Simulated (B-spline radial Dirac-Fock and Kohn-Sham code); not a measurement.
**Photoemission from Sc³⁺ at 2340 eV, detector at θ = 60°, φ = 180°**

System: Sc³⁺, [Ne] 3s2 3p6. Model: Dirac-Hartree-Slater photoionisation with a Latter tail; cross sections with all multipoles, angular parameters from the dipole term and its interference with E2. Program: a radial B-spline solver. Thresholds are orbital energies of the model. For linearly polarised light dσ/dΩ = σ/(4π) [1 + β P₂(cos θ) + (δ + γ cos²θ) sin θ cos φ], with θ from the polarisation vector and φ the angle between the beam and the projection of the electron momentum on the plane normal to the polarisation. The dipole factor is 1 + βP₂ and the non-dipole term is the rest of the bracket. Open shells are filled statistically over j.

Input file task.json (cfg lists n, l and occupation; rrms is the nuclear radius in fm):

```json
{"items": [{
  "Z": 21,
  "q": 3,
  "cfg": [[1, 0, 2], [2, 0, 2], [2, 1, 6], [3, 0, 2], [3, 1, 6]],
  "A": 45,
  "rrms": 3.5459,
  "do": "xps",
  "hv": [60, 67.4, 94.2, 150, 307.0, 339.0, 397.0, 463.0, 464.0, 600, 669.0, 721.0, 752.0, 957.0, 1720.0, 1810.0, 2000, 2260.0, 2340.0, 2910.0, 4000, 4060.0, 4160.0, 4180.0, 5040.0, 5240.0, 8047.8, 9251.7, 13400.0, 15000]
}]}
```

Command: `python xray2_run.py task.json out`

```csv
subshell,threshold (eV),σ (kb),β,γ,δ,dipole factor,non-dipole term,dσ/dΩ (kb/sr)
2s,529.8,15.7,2.00,0.29,0.000,0.750,-0.063,0.860
2p1/2,449.1,7.52,1.21,0.71,0.059,0.849,-0.205,0.385
2p3/2,444.2,14.5,1.22,0.72,0.059,0.848,-0.207,0.740
3s,94.03,2.23,2.00,0.39,0.000,0.750,-0.083,0.118
3p1/2,72.41,0.862,1.15,0.72,0.058,0.856,-0.205,0.0447
3p3/2,71.82,1.67,1.16,0.72,0.058,0.855,-0.206,0.0861
```

Values without a named source are computed, but for edge energies of neutral atoms, which are taken from tables.
